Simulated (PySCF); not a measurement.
CH7FO2Si2, SMILES O[SiH2][C@@H](O)[SiH2]F.

Coordinates come from a PBE0-D3(BJ)/def2-SVP optimisation. The structure was generated by enumeration; whether it is a known compound was not checked. One conformer was computed; it need not be the lowest.

Computed with PySCF with PBE0-D3(BJ)/def2-SVP.

Frequencies are harmonic and unscaled.

```json
[
 {"mode": "1", "ν (cm⁻¹)": "60", "IR (km/mol)": "0.6", "moving atoms (share of kinetic energy)": "F 43 %, Si 20 %, H 20 %, O 16 %"},
 {"mode": "2", "ν (cm⁻¹)": "101", "IR (km/mol)": "6.8", "moving atoms (share of kinetic energy)": "O 42 %, Si 30 %, H 25 %"},
 {"mode": "3", "ν (cm⁻¹)": "140", "IR (km/mol)": "2.7", "moving atoms (share of kinetic energy)": "O 44 %, F 34 %, Si 12 %"},
 {"mode": "4", "ν (cm⁻¹)": "154", "IR (km/mol)": "9.6", "moving atoms (share of kinetic energy)": "O 37 %, Si 27 %, H 14 %, F 14 %, C 8 %"},
 {"mode": "5", "ν (cm⁻¹)": "219", "IR (km/mol)": "6.7", "moving atoms (share of kinetic energy)": "H 32 %, Si 26 %, O 23 %, C 17 %"},
 {"mode": "6", "ν (cm⁻¹)": "255", "IR (km/mol)": "8.2", "moving atoms (share of kinetic energy)": "O 36 %, F 25 %, Si 24 %, H 12 %"},
 {"mode": "7", "ν (cm⁻¹)": "284", "IR (km/mol)": "130.9", "moving atoms (share of kinetic energy)": "H 88 %, O 9 %"},
 {"mode": "8", "ν (cm⁻¹)": "362", "IR (km/mol)": "25.5", "moving atoms (share of kinetic energy)": "O 39 %, H 25 %, C 18 %, F 9 %, Si 8 %"},
 {"mode": "9", "ν (cm⁻¹)": "434", "IR (km/mol)": "99.3", "moving atoms (share of kinetic energy)": "H 75 %, O 16 %"},
 {"mode": "10", "ν (cm⁻¹)": "530", "IR (km/mol)": "0.9", "moving atoms (share of kinetic energy)": "H 45 %, Si 42 %, C 11 %"},
 {"mode": "11", "ν (cm⁻¹)": "548", "IR (km/mol)": "18.2", "moving atoms (share of kinetic energy)": "H 82 %, Si 15 %"},
 {"mode": "12", "ν (cm⁻¹)": "705", "IR (km/mol)": "26.8", "moving atoms (share of kinetic energy)": "H 89 %"},
 {"mode": "13", "ν (cm⁻¹)": "708", "IR (km/mol)": "57.1", "moving atoms (share of kinetic energy)": "H 83 %, Si 9 %"},
 {"mode": "14", "ν (cm⁻¹)": "766", "IR (km/mol)": "72.0", "moving atoms (share of kinetic energy)": "H 48 %, C 35 %, Si 14 %"},
 {"mode": "15", "ν (cm⁻¹)": "796", "IR (km/mol)": "90.7", "moving atoms (share of kinetic energy)": "C 37 %, H 36 %, Si 20 %"},
 {"mode": "16", "ν (cm⁻¹)": "824", "IR (km/mol)": "28.5", "moving atoms (share of kinetic energy)": "F 48 %, H 25 %, Si 24 %"},
 {"mode": "17", "ν (cm⁻¹)": "862", "IR (km/mol)": "49.0", "moving atoms (share of kinetic energy)": "H 51 %, O 33 %"},
 {"mode": "18", "ν (cm⁻¹)": "881", "IR (km/mol)": "132.4", "moving atoms (share of kinetic energy)": "H 59 %, Si 21 %, O 16 %"},
 {"mode": "19", "ν (cm⁻¹)": "933", "IR (km/mol)": "507.3", "moving atoms (share of kinetic energy)": "H 76 %, Si 14 %, O 8 %"},
 {"mode": "20", "ν (cm⁻¹)": "942", "IR (km/mol)": "73.8", "moving atoms (share of kinetic energy)": "H 77 %, Si 11 %, O 9 %"},
 {"mode": "21", "ν (cm⁻¹)": "962", "IR (km/mol)": "98.7", "moving atoms (share of kinetic energy)": "H 90 %, Si 8 %"},
 {"mode": "22", "ν (cm⁻¹)": "979", "IR (km/mol)": "73.3", "moving atoms (share of kinetic energy)": "H 77 %, Si 17 %"},
 {"mode": "23", "ν (cm⁻¹)": "1067", "IR (km/mol)": "59.1", "moving atoms (share of kinetic energy)": "H 67 %, C 23 %"},
 {"mode": "24", "ν (cm⁻¹)": "1097", "IR (km/mol)": "17.2", "moving atoms (share of kinetic energy)": "C 47 %, O 34 %, H 19 %"},
 {"mode": "25", "ν (cm⁻¹)": "1219", "IR (km/mol)": "29.0", "moving atoms (share of kinetic energy)": "H 88 %, C 8 %"},
 {"mode": "26", "ν (cm⁻¹)": "1346", "IR (km/mol)": "24.9", "moving atoms (share of kinetic energy)": "H 74 %, C 20 %"},
 {"mode": "27", "ν (cm⁻¹)": "2220", "IR (km/mol)": "111.4", "moving atoms (share of kinetic energy)": "H 97 %"},
 {"mode": "28", "ν (cm⁻¹)": "2243", "IR (km/mol)": "153.4", "moving atoms (share of kinetic energy)": "H 97 %"},
 {"mode": "29", "ν (cm⁻¹)": "2266", "IR (km/mol)": "97.1", "moving atoms (share of kinetic energy)": "H 97 %"},
 {"mode": "30", "ν (cm⁻¹)": "2283", "IR (km/mol)": "112.0", "moving atoms (share of kinetic energy)": "H 96 %"},
 {"mode": "31", "ν (cm⁻¹)": "2996", "IR (km/mol)": "16.8", "moving atoms (share of kinetic energy)": "H 93 %"},
 {"mode": "32", "ν (cm⁻¹)": "3866", "IR (km/mol)": "87.6", "moving atoms (share of kinetic energy)": "H 94 %"},
 {"mode": "33", "ν (cm⁻¹)": "3868", "IR (km/mol)": "100.1", "moving atoms (share of kinetic energy)": "H 94 %"}
]
```
